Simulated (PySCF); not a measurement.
# What a mistake does to a calculation on BGeH6Si cation

Calculated results; nothing here was measured. The program is PySCF 2.14.0, an open-source quantum chemistry code, run on an isolated molecule that a program drew, which may never have been made. The molecule is BGeH6Si cation (charge +1, singlet), drawn as the SMILES string `[BH2][GeH2][SiH2+]`.

Each row is a Hartree-Fock (HF) and frozen-core CCSD(T) single point in the cc-pV(D+d)Z basis, meant for a local HF minimum. Run 1 is clean. Each other run has one planted mistake out of seven kinds, and not every kind appears here: one electron removed, one electron added, multiplicity raised by two, geometry at a saddle point, minimal basis STO-3G, one bond length entered in bohr, all coordinates scaled. The reference is restricted for singlets and unrestricted otherwise, and also for a bond in bohr. Adding or removing an electron swaps singlet and doublet. Electrons count all cores. HOMO and LUMO are orbital energies over both spins, the gradient is its largest component, and the lowest frequency (negative if imaginary) is given only where the gradient is small. Bond lengths are over the 8 bonds as drawn. T1 is the CCSD diagnostic: over 0.02 (restricted) or 0.045 (unrestricted) a single reference is doubtful. Germanium has the cc-pVDZ-PP basis, with a core potential (ECP10MDF) in place of its 10 inner electrons, and its 3s, 3p and 3d shells are frozen in CCSD(T).

Geometry of the clean run:
```xyz
9
BGeH6Si cation, angstrom
B     0.8065   -1.0738   -1.4859
Ge   -0.8507    0.2151   -1.5983
Si   -1.2881    1.1719    0.6254
H     1.1233   -1.5972   -2.5068
H     1.3879   -1.2654   -0.4647
H    -0.6462    1.4787   -2.4248
H    -2.1861   -0.4525   -1.9018
H    -2.1898    0.5820    1.6276
H    -0.6520    2.3923    1.1465
```

```
run,electrons,basis functions,<S^2>,HOMO (eV),LUMO (eV),gradient (hartree/bohr),lowest frequency (cm^-1),mean bond (Å),longest bond (Å),T1,HF (hartree),CCSD(T) (hartree),mistake
1,56,90,0.000,-15.81,-5.56,2.0e-05,43,1.6167,2.460,0.0144,-610.16755,-610.48594,no fault
2,55,90,0.769,-21.89,-13.51,6.9e-02,-,1.6167,2.460,0.0198,-609.63013,-609.92184,one electron removed
3,56,90,0.907,-14.01,-5.60,6.5e-03,-,1.7862,2.879,0.0352,-610.07270,-610.37564,?
4,57,90,0.773,-7.34,1.02,3.2e-02,-,1.6167,2.460,0.0131,-610.40394,-610.73789,?
```

**Which mistake was planted in run 3, and what did it cost?**

The mean bond changes by a factor of 1.105 and the longest by 1.170, so the molecule wasn't scaled as a whole. A length L in bohr read as angstrom grows by (1/0.5292 - 1) L = 0.890 L. The 8 bonds together grew by 8 x 0.1695 = 1.356 Å, which gives L = 1.524 Å. That is the length of one of the Ge-H bonds, 1.524 Å in the clean geometry. So the mistake is: one bond length entered in bohr. Subtracting run 1 and multiplying by 627.51 kcal/mol a hartree, the energy moved by 59.5 kcal/mol in HF and 69.2 kcal/mol in CCSD(T).

**Which mistake was planted in run 4, and what did it cost?**

It counts 57 electrons, one more than the clean run, at the same geometry and basis. So the mistake is: one electron added. Subtracting run 1 and multiplying by 627.51 kcal/mol a hartree, the energy moved by -148.3 kcal/mol in HF and -158.1 kcal/mol in CCSD(T).

